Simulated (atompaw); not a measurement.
## PBE PAW (atompaw) dataset for Pt, scalar-relativistic all-electron reference.

```json
{"Element": "Pt (Z = 78)", "Generator": "atompaw 4.2.0.5", "Type": "PAW", "Functional": "PBE", "Relativity": "scalar-relativistic", "Frozen core": "[Kr] 4d10 4f14", "Valence charge": "18", "Reference configuration": "5s2 5p6 5d9 6s1 6p0", "Partial waves": "5s (bound): rc 1.55 bohr; 6s (bound): rc 1.75 bohr; 5p (bound): rc 1.95 bohr; 6p (bound, empty): rc 2.30 bohr; 5d (bound): rc 2.30 bohr; 5d channel at 2.2 Ry: rc 2.30 bohr", "Local potential": "bessel scheme, radius 1.12 bohr", "Core correction": "smooth core density matched at 1.20 bohr", "Augmentation charge": "besselshape compensation charge, radius 1.75 bohr; PAW radius 2.30 bohr; waves and projectors: custom rrkj gramschmidtortho"}
```

All-electron outer shells of the reference configuration (PBE, scalar-relativistic, ld1.x):

| shell | level (eV) | outermost node (bohr) | outermost maximum (bohr) |
| --- | --- | --- | --- |
| 4d | -306.83 | 0.20 | 0.42 |
| 5s | -101.82 | 0.49 | 0.87 |
| 4f | -70.08 | – | 0.38 |
| 5p | -56.02 | 0.53 | 0.98 |
| 5d | -6.14 | 0.57 | 1.26 |
| 6s | -5.66 | 1.14 | 2.38 |
| 6p | -0.84 | 1.36 | 3.69 |

(1) Estimate the cutoffs (Ry, on a coarse ladder) from which the occupation-weighted sum of valence levels, in a spherical-Bessel basis at the reference potential, stays within 10 and 1 mRy of its value at 400 Ry.

(2) What does a ghost test show?

(3) Is the overlap operator S = 1 + Σ q|β⟩⟨β| positive definite (Bessel basis up to 400 Ry)?

Answers

(1) 35 Ry and 50 Ry.

(2) No extra level below or beside the all-electron valence levels (s, p, d, f tested).

(3) Yes: its lowest eigenvalue is 0.07 (s channel).
